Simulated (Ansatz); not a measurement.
Basis-set extrapolation for `OC[SiH]1[SiH2][SiH2]1` (PBE0-D4/def2-TZVP geometry, frozen core, Ansatz). Multiplicity 1, RHF reference.

```json
{"": "HF", "def2-TZVPP": "-984.201241", "def2-QZVPP": "-984.232696"}
{"": "MP2 correlation", "def2-TZVPP": "-0.778103", "def2-QZVPP": "-0.836184"}
{"": "CCSD(T) correlation", "def2-TZVPP": "-0.878102", "def2-QZVPP": "not run"}
```

Energies in hartree. Use E(X) = E(∞) + A·exp(−7.88·√X) for Hartree–Fock and E(X) = E(∞) + B·X^(−2.97) for correlation, with X = 3 and 4, and add CCSD(T) minus MP2 of the smaller set to the MP2 limit.

Q: What is the CCSD(T) energy at the basis-set limit?

A: HF limit: -984.232696 + (-0.031455) × 0.13774 = -984.23703. MP2 limit: -0.836184 + (-0.058081) × 0.74074 = -0.87921. Higher-order term: -0.878102 − (-0.778103) = -0.10000. Total: -985.21624 hartree, 3.73 eV below CCSD(T)/def2-TZVPP.
